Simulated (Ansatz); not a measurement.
Program: Ansatz. Geometries: PBE0-D4/def2-TZVP. ΔE: electronic, gas phase. CCSD(T)/CBS is the MP2 limit (def2-TZVPP, def2-QZVPP) plus CCSD(T) − MP2 in def2-TZVPP, frozen cores. This one scheme is used for every species. Functionals use def2-TZVPP. For Ge outer-core shells are correlated without core-valence functions, which leaves a few kJ/mol of doubt a bond. Scalar relativity is left out up to krypton. Each species was taken in one conformer, which may not be the lowest.

`[NH2][GeH2][F]` → `[F][GeH]` + NH₃  (germylene formation by 1,1-elimination)

`[NH2][GeH2][F]`:

Cartesian coordinates in Å:
```
N -0.340 1.097 0.128
Ge 0.160 -0.587 -0.318
F 0.584 -1.527 1.097
H -1.190 1.182 0.665
H 0.378 1.683 0.529
H 1.438 -0.529 -1.158
H -1.030 -1.318 -0.943
```

`[F][GeH]`:

Cartesian coordinates in Å:
```
F 0.338 -0.955 0.851
Ge 0.287 0.678 0.207
H -0.625 0.278 -1.058
```

NH₃:

```xyz
4

N    -0.034    0.064    0.272
H    -0.588    0.664   -0.327
H     0.931    0.161   -0.021
H    -0.309   -0.890    0.075
```

CCSD(T)/CBS gives +1.42 eV.

**Question.** Another level gave +1.52 eV. Which?
A. BLYP/def2-TZVPP
B. r2SCAN-D4/def2-TZVPP
C. BLYP-D4/def2-TZVPP
D. B97M-V/def2-TZVPP

**Answer.** B. r2SCAN-D4 1.52, BLYP 0.92, B97M-V 1.44, BLYP-D4 1.04 eV.

Largest T1 diagnostic among the species: 0.014.

From PBE to PBE0 (25 % exact exchange), in def2-TZVPP and without D4, ΔE moves by +0.18 eV. The D4 term adds +0.09 eV with B3LYP and +0.05 eV with PBE0; it sums over pairs of atoms, weighted by their polarisabilities, and B3LYP, whose exchange is more repulsive, gets the larger term.

B3LYP here is the variant with VWN-RPA as its local correlation; programs differ in this.
